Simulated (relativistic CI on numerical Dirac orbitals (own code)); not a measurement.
## Ir⁷⁺ (5d2) in a crystal field

Calculated by Dirac-Coulomb-Breit CI, KLI orbitals optimised for each configuration, QED by a radiative potential, valence Slater integrals scaled by 0.9, one configuration in a parametric crystal field (own radial code). With so little scaling, terms lie 10 to 35 % too far apart, which can change the order of excited levels.

Field parameters in Wybourne normalisation: D3d B²₀ = −7Dσ, B⁴₀ = −14Dq − 21Dτ, B⁴₃ = −14√(10/7) Dq; D4h B²₀ = −7Ds, B⁴₀ = 21(Dq − Dt), B⁴₄ = 21√(5/14) Dq; Oh B⁴₀ = 21Dq, B⁴₄ = √(5/14) B⁴₀; Td as Oh with Dq negative (B⁴₀ = 21Dq, B⁴₄ = √(5/14) B⁴₀). The field is a parameter set, without covalency.

S is read from ⟨S²⟩ = S(S + 1).

Powder χT (cm³ K mol⁻¹) by Van Vleck's formula, with temperature-independent terms:

| Field | 2 K | 5 K | 10 K | 20 K | 50 K | 100 K | 200 K | 300 K |
| --- | --- | --- | --- | --- | --- | --- | --- | --- |
| D3d, 10Dq = 31350, Dσ = 540, Dτ = 50 cm⁻¹ | 0.000728 | 0.00101 | 0.00147 | 0.0024 | 0.0052 | 0.00986 | 0.0194 | 0.0304 |
| D4h, 10Dq = 16650, Ds = 2270, Dt = 780 cm⁻¹ | 0.000323 | 0.000807 | 0.00161 | 0.00323 | 0.00807 | 0.0161 | 0.0323 | 0.0486 |
| D4h, 10Dq = 42450, Ds = -920, Dt = 860 cm⁻¹ | 0.000163 | 0.000408 | 0.000815 | 0.00163 | 0.00408 | 0.00815 | 0.0165 | 0.0264 |
| Oh, 10Dq = 43300 cm⁻¹ | 0.000173 | 0.000432 | 0.000864 | 0.00173 | 0.00432 | 0.00865 | 0.0184 | 0.0316 |
| Td, 10Dq = -12050 cm⁻¹ | 0.019 | 0.0193 | 0.0199 | 0.0211 | 0.0247 | 0.0308 | 0.0428 | 0.0549 |

(1) For D4h, 10Dq = 16650, Ds = 2270, Dt = 780 cm⁻¹: what effective moment follows at 300 K?

Results:

(1) μ_eff = √(8χT) = 0.62 μB. The ground level has S = 0.95; the spin-only moment for S = 1 is 2.83 μB. The difference comes from the orbital moment, spin-orbit mixing of terms and temperature-independent paramagnetism, all larger in this ionic model than in covalent complexes. The ground level is a non-magnetic singlet, so χT starts at zero and rises through temperature-independent paramagnetism and the filling of excited levels.
